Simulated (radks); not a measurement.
Results of a calculation; reference values are marked as such.
The indium ion In2+, [Kr] 4d10 5s1. Level of theory: non-relativistic Kohn-Sham, exchange-only LDA, spin-polarised, spherical densities, point nucleus (a radial shooting solver on a logarithmic mesh with Libxc functionals). Every spin shell is full or empty, so the densities are truly spherical. Functionals are evaluated on that one density, not self-consistently. Rank these orbital-free kinetic functionals by their error against the exact value of the orbitals, and give that value: Thomas-Fermi, TF + vW, TF + vW/9, TF + vW/5, LC94, APBEK, revAPBEK, Thakkar, Pearson, DePristo-Kress, Ernzerhof.

Answer. Exact: 5731.84 hartree. From best to worst, with 100 (|E| - |E exact|)/|E exact| (equal figures are ties): LC94 +0.07, DePristo-Kress -0.09, APBEK +0.12, revAPBEK +0.30, Ernzerhof -0.40, Thakkar -0.56, TF + vW/9 -0.68, Pearson -0.92, TF + vW/5 +3.04, Thomas-Fermi -5.32, TF + vW +36.48.
